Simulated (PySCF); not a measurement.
HgF₂: from structure and modes to constants

These are results of PySCF, PBE, basis Hg def2-TZVP with ECP60, F def2-TZVP (scalar-relativistic core potentials, no spin–orbit coupling, density fitting), not measurements.

The singlet minimum has D∞h symmetry. Masses (u): Hg 201.97063, F 18.99840.

```xyz
3
charge 0 multiplicity 1, angstrom
Hg    0.0000    0.0000    0.0000
F     0.0000    0.0000    1.9406
F     0.0000    0.0000   -1.9406
```

Harmonic wavenumbers (cm⁻¹): 171.6 (πu, ×2), 547.2 (σg+, ×1), 623.0 (σu+, ×1).

Task: What is the harmonic zero-point energy?

Result: Half the sum of all 4 wavenumbers, 1513/2 = 757 cm⁻¹, which is 9.1 kJ/mol (1 cm⁻¹ = 0.0119627 kJ/mol).

Task: Give the standard entropy (298.15 K, 1 bar) by its translational, rotational, vibrational and spin parts, and Cp.

Result: Sackur–Tetrode with M = 239.97 u gives 177.2; rotation with symmetry number 2 gives 64.7; vibration 24.3; spin R ln 1 = 0.0. The total is 266.1 J/(mol K), and Cp = 7/2 R + 24.6 = 53.7 J/(mol K).

No spin–orbit coupling is included, which matters more the heavier the element.
